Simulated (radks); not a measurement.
Results of a calculation; reference values are marked as such.
Eu IV, configuration [Kr] 4d10 4f6 5s2 5p5.5 5d0.5 (fractional occupations, a model configuration).

Code: a radial shooting solver on a logarithmic mesh with Libxc functionals. Model: Dirac Kohn-Sham, LDA (Slater exchange, VWN5 correlation), spin-unpolarised, spherical densities, finite nucleus; open shells fill j = l - 1/2 first; Fermi nuclear charge, rms radius 5.1115 fm.

Energy parts (eV):
part                      energy
total                 -295028.45
kinetic                320681.65
electron-nucleus      -722233.27
Hartree                112909.27
exchange-correlation    -6386.10

Orbitals (lengths in bohr, moments of r in powers of bohr):
| orbital | occ. | eigenvalue (eV) | <r> |
|---|---|---|---|
| 1s1/2 | 2 | -48299.43 | 0.02234 |
| 2s1/2 | 2 | -7956.241 | 0.09466 |
| 2p1/2 | 2 | -7553.448 | 0.07910 |
| 2p3/2 | 4 | -6906.238 | 0.08583 |
| 3s1/2 | 2 | -1776.323 | 0.2495 |
| 3p1/2 | 2 | -1601.803 | 0.2390 |
| 3p3/2 | 4 | -1469.957 | 0.2519 |
| 3d3/2 | 4 | -1166.516 | 0.2237 |
| 3d5/2 | 6 | -1137.802 | 0.2277 |
| 4s1/2 | 2 | -378.5565 | 0.5658 |
| 4p1/2 | 2 | -311.0966 | 0.5784 |
| 4p3/2 | 4 | -281.7323 | 0.6079 |
| 4d3/2 | 4 | -170.3375 | 0.6460 |
| 4d5/2 | 6 | -165.0487 | 0.6564 |
| 5s1/2 | 2 | -73.9906 | 1.346 |
| 5p1/2 | 2 | -55.0118 | 1.492 |
| 5p3/2 | 3.5 | -50.6912 | 1.575 |
| 4f5/2 | 6 | -34.7996 | 0.8685 |
| 4f7/2 | 0 | -34.1170 | 0.8788 |
| 5d3/2 | 0.5 | -25.6339 | 2.138 |
| 5d5/2 | 0 | -25.1942 | 2.171 |

The highest occupied level is 5d3/2 at -25.634 eV. The configuration is held as typed, so some empty levels lie below it. Summed over all electrons, <r^2> = 36.69 bohr^2, which gives a Langevin (diamagnetic) susceptibility term of -29.1 x 10^-6 cm^3/mol. The electron density at the nucleus is 5.768e+05 e/bohr^3. The density falls to 0.001 e/bohr^3 at r = 3.40 bohr.
